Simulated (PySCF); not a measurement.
29Si chemical shifts

- σ from GIAO-PBE0/pcSseg-1
- geometry: GFN2-xTB
- program: PySCF
- fast rotation and ring inversion assumed for equivalent nuclei, no relativistic terms, in vacuum, single conformer

Shieldings were converted by a linear fit to measured shifts: 29Si: δ = 279.94 − 0.822σ (rms 8.9 ppm, 72 shifts, 25.8 ppm with the 6 outliers that the fit left out vs TMS, solution or neat liquid). Occasional misses reach two or three times the rms, and more in compound classes unlike the fitted ones.

Give the 29Si shifts of `C=CC[C@@H]1C[SiH2][SiH2][C@@H]1C`, `FC(F)C1=C[Si@H](N[SiH3])C=C1`, `CC1=C(C)[SiH2]OC(=O)C1`, `O=C/C=C/C(=O)CC[SiH3]`, `[SiH3]/C=C(/[SiH3])C1CCCC1`, `C1CC([Si@H]2CCC[SiH2]2)C1`, `C#C[Si@@H](C=O)[C@@H](C)F`, `C=C[Si@@H]1CC[C@H](CC)[SiH2]1`.

Answers


```
                                                              compound                                              environment  δ (ppm)
 [CH2:1]=[CH:2][CH2:3][C@@H:4]1[CH2:5][SiH2:6][SiH2:7][C@@H:8]1[CH3:9]  Si7: silicon bonded to C, Si, 2 H, in a 5-membered ring    -61.6
 [CH2:1]=[CH:2][CH2:3][C@@H:4]1[CH2:5][SiH2:6][SiH2:7][C@@H:8]1[CH3:9]  Si6: silicon bonded to C, Si, 2 H, in a 5-membered ring    -67.6
[F:1][CH:2]([F:3])[C:4]1=[CH:5][Si@H:6]([NH:7][SiH3:8])[CH:9]=[CH:10]1   Si6: silicon bonded to 2 C, N, H, in a 5-membered ring    -19.6
[F:1][CH:2]([F:3])[C:4]1=[CH:5][Si@H:6]([NH:7][SiH3:8])[CH:9]=[CH:10]1                            Si8: silicon bonded to N, 3 H    -50.9
                                                CC1=C(C)[SiH2]OC(=O)C1        silicon bonded to C, O, 2 H, in a 6-membered ring    -26.3
                                                 O=C/C=C/C(=O)CC[SiH3]                                 silicon bonded to C, 3 H    -66.2
  [SiH3:1]/[CH:2]=[C:3](/[SiH3:4])[CH:5]1[CH2:6][CH2:7][CH2:8][CH2:9]1                            Si4: silicon bonded to C, 3 H    -76.0
  [SiH3:1]/[CH:2]=[C:3](/[SiH3:4])[CH:5]1[CH2:6][CH2:7][CH2:8][CH2:9]1                            Si1: silicon bonded to C, 3 H    -83.0
[CH2:1]1[CH2:2][CH:3]([Si@H:4]2[CH2:5][CH2:6][CH2:7][SiH2:8]2)[CH2:9]1  Si4: silicon bonded to 2 C, Si, H, in a 5-membered ring    -26.8
[CH2:1]1[CH2:2][CH:3]([Si@H:4]2[CH2:5][CH2:6][CH2:7][SiH2:8]2)[CH2:9]1  Si8: silicon bonded to C, Si, 2 H, in a 5-membered ring    -71.4
                                             C#C[Si@@H](C=O)[C@@H](C)F                                 silicon bonded to 3 C, H    -59.8
[CH2:1]=[CH:2][Si@@H:3]1[CH2:4][CH2:5][C@H:6]([CH2:7][CH3:8])[SiH2:9]1  Si3: silicon bonded to 2 C, Si, H, in a 5-membered ring    -33.1
[CH2:1]=[CH:2][Si@@H:3]1[CH2:4][CH2:5][C@H:6]([CH2:7][CH3:8])[SiH2:9]1  Si9: silicon bonded to C, Si, 2 H, in a 5-membered ring    -61.7
```
